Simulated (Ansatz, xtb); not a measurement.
## CH3BI: which of two isomers lies lower

Structure X is `[CH2]BI`, a doublet and structure Y is `C[B]I`, a doublet. Both are isolated molecules in the gas phase, relaxed with PBE0-D3(BJ)/def2-SVP; the shapes shown needn't be the lowest conformers.

X (Å):

```yaml
atoms:
  - { symbol: C, position_ang: [-0.3723, -0.5587, -0.5918] }
  - { symbol: B, position_ang: [-0.1269, -0.7748, 0.8885] }
  - { symbol: I, position_ang: [-0.7272, -2.6098, 1.7904] }
  - { symbol: H, position_ang: [-0.8488, -1.3030, -1.2383] }
  - { symbol: H, position_ang: [-0.0782, 0.3710, -1.0928] }
  - { symbol: H, position_ang: [0.3944, 0.0274, 1.6182] }
```

Y (Å):

```yaml
atoms:
  - { symbol: C, position_ang: [-2.6195, 0.6033, -0.5201] }
  - { symbol: B, position_ang: [-2.1606, 1.7133, -1.4943] }
  - { symbol: I, position_ang: [-1.8594, 1.5474, -3.5742] }
  - { symbol: H, position_ang: [-1.6925, 0.1127, -0.1641] }
  - { symbol: H, position_ang: [-3.2450, -0.1763, -0.9844] }
  - { symbol: H, position_ang: [-3.1219, 1.0072, 0.3722] }
```

Quicker runs give these differences E(Y) − E(X): GFN2-xTB +15.9 kcal/mol; HF/STO-3G +12.8 kcal/mol (at GFN2-xTB geometries); r2SCAN-D4/def2-SVP +5.9 kcal/mol (at GFN2-xTB geometries).

Q: Estimate E(Y) − E(X) at the level CCSD(T)/def2-SVP + ΔMP2/def2-TZVPP.

A: Calculated at CCSD(T)/def2-SVP + ΔMP2/def2-TZVPP: E(Y) − E(X) = +7.5 kcal/mol, so structure X lies lower.

Level by level:

```tsv
level	geometry	E(Y) − E(X) (kcal/mol)	departure from the last row (kcal/mol)	job, with rough time for the two
GFN2-xTB	GFN2-xTB	+15.9	+8.4	optimisation, 0.14 s
HF/STO-3G	GFN2-xTB	+12.8	+5.3	single point, 1 s
r2SCAN-D4/def2-SVP	GFN2-xTB	+5.9	−1.6	single point, 6.6 s
PBE0-D3(BJ)/def2-SVP	PBE0-D3(BJ)/def2-SVP	+6.4	−1.1	optimisation, 99 s
HF/def2-SVP	PBE0-D3(BJ)/def2-SVP	+10.9	+3.4	part of the CCSD(T) run
MP2/def2-SVP	PBE0-D3(BJ)/def2-SVP	+5.5	−2.0	part of the CCSD(T) run
CCSD(T)/def2-SVP	PBE0-D3(BJ)/def2-SVP	+7.2	−0.2	single point
CCSD(T)/def2-SVP + ΔMP2/def2-TZVPP	PBE0-D3(BJ)/def2-SVP	+7.5		single point, 39 s
```

As drawn, Y has 1 C–H in place of 1 B–H.

None of the levels shown reverses the order. The largest departure from CCSD(T)/def2-SVP + ΔMP2/def2-TZVPP is that of GFN2-xTB, 8.4 kcal/mol. The last row adds to CCSD(T) the change of the MP2 difference between the two basis sets, here +0.2 kcal/mol.

With harmonic frequencies from PBE0-D3(BJ)/def2-SVP (ideal gas, rigid rotor, one conformer each, 600 K, 1 atm): on the last row, ΔE + ΔZPE = +8.6, ΔH = +8.5, ΔG = +7.9 kcal/mol.

Open shells are spin-unrestricted. The correlated steps freeze 6 core orbitals; the filled d shell of I is correlated, in a basis made for valence electrons. Atoms past krypton carry core potentials in the def2 sets, other sets are all-electron and non-relativistic, and no spin–orbit term is included. Mirror images aren't counted in ΔG. Codes used: Ansatz 0.2.0, xtb 6.7.1; the last row on 1 thread of Arm Neoverse V1 on a shared host.
